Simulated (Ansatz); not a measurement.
Calculated with Ansatz (gas phase, PBE0-D4/def2-TZVP geometries, no zero-point term in ΔE). CCSD(T)/CBS adds triple-zeta CCSD(T) − MP2 to the extrapolated MP2 energy (def2 sets, frozen cores). DFT in def2-TZVPP. B3LYP here is the variant with VWN-RPA as its local correlation; programs differ in this. Each species was taken in one conformer, which may not be the lowest.

Consider the redistribution: `C=N[SiH](C)Cl` + `BN=C=O` → `C[SiH](Cl)N=C=O` + `BN=C`.

```
             level  ΔE (kcal/mol)  difference from CCSD(T)/CBS
            PBE-D4          -15.3                         -2.6
         r2SCAN-D4          -15.0                         -2.3
           PBE0-D4          -14.2                         -1.5
          B3LYP-D4          -13.9                         -1.2
            B2PLYP          -13.4                         -0.7
               PBE          -15.6                         -2.9
    MP2/def2-TZVPP          -12.4                          0.3
SCS-MP2/def2-TZVPP          -11.9                          0.8
      HF/CBS(def2)           -9.9                          2.8
    CCSD/CBS(def2)          -12.5                          0.2
       CCSD(T)/CBS          -12.7                            0
```

Largest T1 diagnostic among the species: 0.017.

From PBE to PBE0 (25 % exact exchange), in def2-TZVPP and without D4, ΔE moves by +1.2 kcal/mol. In def2-TZVPP, CCSD(T) changes the Hartree–Fock value by −2.9 kcal/mol (the triples alone add −0.2 kcal/mol) and MP2 by −2.5 kcal/mol.
